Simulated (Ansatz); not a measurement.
Saddle point of AlN$_{2}$H$_{9}$O, closed shell (AlNH₄ ([NH2][AlH2]) + H₂O + NH₃ → AlH₃O ([OH][AlH2]) + NH₃ + NH₃ (still joined by a long Al–N bond); bonds formed: N2–H7, H5–N8; dative contacts that become bonds: Al1–O6; bonds broken: H5–O6, H7–N8; bonds weakened to dative contacts: Al1–N2), PBE0-D4/def2-TZVP structure:

Al1  (-1.307, -0.397, -0.796)
N2  (0.373, -1.242, -0.676)
H3  (-1.596, 0.108, -2.290)
H4  (-2.459, -1.181, 0.007)
H5  (0.155, 1.097, 0.727)
O6  (-0.961, 1.116, 0.249)
H7  (1.286, -0.115, 0.343)
N8  (1.357, 0.764, 0.944)
H9  (0.825, -1.387, -1.571)
H10  (0.352, -2.148, -0.223)
H11  (-1.663, 1.448, 0.810)
H12  (2.049, 1.405, 0.576)
H13  (1.588, 0.532, 1.901)
(Å)

Energies are electronic, without zero-point energy. Barriers and step energies count from the start structure reached by relaxing down the imaginary mode; all methods use the PBE0-D4 structures, on which another method's saddle can fall below an end. Program: Ansatz 0.2.0. Basis: def2-TZVPP, with def2-QZVPP for the basis limit. Cores are frozen in the correlated methods. B3LYP uses VWN-RPA correlation. Extrapolation: Hartree–Fock as exp(−7.88 √X), correlation as X^−2.97.

```tsv
method	barrier (kcal/mol)	step energy (kcal/mol)
SPW92	-2.11	-10.02
PBE-D4	0.11	-13.43
BLYP-D4	?	-14.90
r2SCAN-D4	0.39	-14.71
B97M-V	2.29	-16.85
PBE0-D4	0.93	-14.62
B3LYP-D4	?	-15.68
r2SCAN0-D4	1.11	-15.37
BHLYP-D4	2.56	-17.20
CAM-B3LYP-D4	?	-15.72
wB97X-V	1.86	-16.13
wB97M-V	2.21	-15.79
B2PLYP	1.83	-16.22
PBE-QIDH	1.52	-15.70
RPA on PBE	2.28	-16.58
HF	5.59	-20.95
MP2	1.62	-16.06
CCSD	2.84	-17.25
CCSD(T)	2.28	-16.43
```

Q: Fill in the withheld barriers. (To be estimated.)

A: The calculation gives: B3LYP-D4 1.47; BLYP-D4 0.89; CAM-B3LYP-D4 1.50 kcal/mol. Each is the energy of the saddle less that of the start structure, by the same method.

For comparison, the barrier by CCSD(T) at an estimated basis limit (MP2 extrapolated from triple and quadruple zeta, plus CCSD(T) − MP2 in triple zeta) is 2.28 kcal/mol.

T1 diagnostic: at most 0.010.

The step is the kind of ligand exchange by which a precursor binds to a hydroxyl group, or is hydrolysed, in atomic layer deposition of oxides.

Labels in which every atom is bracketed show which atoms are joined, not bond orders.

For scale, one of the runs: CCSD(T)/def2-TZVPP, 261 basis functions, launched by `ansatz run in.yaml --threads 4 --pin off --events-out ev --progress --plain --max-ram 9574MiB`. Time: 100 s of wall clock on 4 CPU threads of an Intel Xeon Platinum 8488C; the host was shared. Peak host memory: 6.3 GiB.
